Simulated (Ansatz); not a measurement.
`[BH2][Al]([NH2])[SiH3]`, relaxed with RKS PBE0-D4/def2-TZVP in Ansatz from a PBE-D4/def2-SVP geometry. The force threshold is 0.005 eV/Å; the program also tests the step.

The species carries charge 0 and has multiplicity 1.

Start:

```xyz
11

B     0.435   -0.834    2.148
Al    0.353   -0.254    0.106
N     1.588   -0.729   -1.105
Si   -1.481    1.148   -0.775
H    -0.099   -1.843    2.580
H     0.951   -0.134    3.006
H     1.576   -0.441   -2.087
H     2.407   -1.316   -0.930
H    -1.906    2.228    0.194
H    -2.722    0.333   -1.070
H    -1.102    1.841   -2.066
```

| step | energy (eV) | largest force (eV/Å) | largest move (Å) |
| --- | --- | --- | --- |
| 1 | -16746.5329 | 0.643 | 0.000 |
| 2 | -16746.5672 | 0.193 | 0.034 |
| 3 | -16746.5699 | 0.081 | 0.024 |
| 4 | -16746.5702 | 0.094 | 0.030 |
| 5 | -16746.5708 | 0.045 | 0.018 |
| 6 | -16746.5709 | 0.051 | 0.011 |
| 7 | -16746.5713 | 0.010 | 0.030 |
| 8 | -16746.5716 | 0.054 | 0.058 |
| 9 | -16746.5718 | 0.046 | 0.021 |
| 10 (rejected) | -16746.5713 | 0.102 | 0.116 |
| 11 | -16746.5721 | 0.059 | 0.056 |
| 12 | -16746.5724 | 0.047 | 0.068 |
| 13 | -16746.5726 | 0.040 | 0.011 |
| 14 | -16746.5727 | 0.012 | 0.008 |
| 15 | -16746.5729 | 0.007 | 0.038 |
| 16 (rejected) | -16746.5727 | 0.061 | 0.105 |
| 17 | -16746.5731 | 0.023 | 0.051 |
| 18 | -16746.5731 | 0.026 | 0.046 |
| 19 | -16746.5732 | 0.012 | 0.007 |
| 20 | -16746.5732 | 0.009 | 0.004 |
| 21 | -16746.5732 | 0.005 | 0.011 |
| 22 | -16746.5733 | 0.005 | 0.011 |
| 23 | -16746.5733 | 0.005 | 0.017 |

End:

```xyz
11

B     0.400   -0.918    2.115
Al    0.337   -0.235    0.104
N     1.626   -0.633   -1.048
Si   -1.493    1.146   -0.797
H    -0.096   -1.953    2.466
H     0.885   -0.275    3.004
H     1.636   -0.329   -2.008
H     2.445   -1.185   -0.852
H    -1.640    2.430   -0.049
H    -2.811    0.451   -0.703
H    -1.289    1.500   -2.233
```

It took 2.1 min on 2 threads of an Arm Neoverse V1 on a shared host, with 0.4 GiB of host memory at the peak.
